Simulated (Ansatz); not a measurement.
**Relative stability**

The two ends of one reaction step of SiNH5SF2, closed shell (PBE0-D4/def2-TZVP).

A:

```json
{"atom": "Si1", "x (Å)": "-0.8161", "y (Å)": "0.4851", "z (Å)": "-0.4060"}
{"atom": "S2", "x (Å)": "0.2015", "y (Å)": "1.9125", "z (Å)": "0.8386"}
{"atom": "F3", "x (Å)": "-1.7883", "y (Å)": "-0.6425", "z (Å)": "0.2182"}
{"atom": "F4", "x (Å)": "-0.2866", "y (Å)": "0.1220", "z (Å)": "-1.8872"}
{"atom": "H5", "x (Å)": "-1.8516", "y (Å)": "1.4845", "z (Å)": "-0.7818"}
{"atom": "H6", "x (Å)": "0.6605", "y (Å)": "-1.1462", "z (Å)": "1.1129"}
{"atom": "N7", "x (Å)": "0.6507", "y (Å)": "-0.9530", "z (Å)": "0.1177"}
{"atom": "H8", "x (Å)": "1.2443", "y (Å)": "1.2258", "z (Å)": "1.3345"}
{"atom": "H9", "x (Å)": "1.5802", "y (Å)": "-0.6779", "z (Å)": "-0.1795"}
{"atom": "H10", "x (Å)": "0.4056", "y (Å)": "-1.8103", "z (Å)": "-0.3674"}
```

B:

```
atom    x (Å)    y (Å)    z (Å)
 Si1  -0.9108  -0.2244  -0.8155
  S2   1.3441   1.8176   1.7970
  F3  -1.6569  -0.9385  -2.0230
  F4   0.0293   0.8562  -1.4992
  H5  -1.9304   0.4072   0.0306
  H6   1.0613   0.5684   1.3825
  N7   0.0815  -1.2469   0.0997
  H8   1.3992   2.2708   0.5355
  H9   0.9111  -1.6577  -0.3006
 H10  -0.3283  -1.8528   0.7930
```

Program: Ansatz 0.2.0. Basis: def2-TZVPP. Cores are frozen in the correlated methods. B3LYP uses VWN-RPA correlation.

Which structure is lower at CCSD(T), and by how much? (An estimate is asked for; the value comes from the calculation.)

Computed: B, by 11.4 kJ/mol (electronic energy, against the other). By their contacts, A is SiNH₅SF₂ ([NH3][SiH]([F])([F])[SH]) and B is a complex of SiNH₃F₂ ([NH2][SiH]([F])[F]) + H₂S.

Do the other methods give the same order? (Judge from chemistry; the calculation decides.)

By the calculation: Not all: SPW92, PBE-D4, r2SCAN-D4, PBE0-D4 give the other order.

```
      method  E(B) − E(A) (kJ/mol)
       SPW92                  20.1
      PBE-D4                   4.1
     BLYP-D4                 -14.3
   r2SCAN-D4                   0.6
      B97M-V                  -3.4
     PBE0-D4                   0.9
    B3LYP-D4                 -15.4
  r2SCAN0-D4                  -1.7
    BHLYP-D4                 -18.2
CAM-B3LYP-D4                 -17.3
     wB97X-V                  -7.6
     wB97M-V                  -5.7
      B2PLYP                 -16.6
    PBE-QIDH                  -2.6
  RPA on PBE                 -14.6
          HF                 -44.5
         MP2                  -8.6
        CCSD                 -16.9
     CCSD(T)                 -11.4
```

T1 diagnostic: at most 0.012.

Labels in which every atom is bracketed show which atoms are joined, not bond orders.

For scale, one of the runs: CCSD(T)/def2-TZVPP, 247 basis functions, launched by `ansatz run in.yaml --threads 8 --pin off --events-out ev --progress --plain --max-ram 19148MiB`. Time: 30 s of wall clock on 8 CPU threads of an Intel Xeon 6975P-C; the host was shared. Peak host memory: 5.7 GiB.
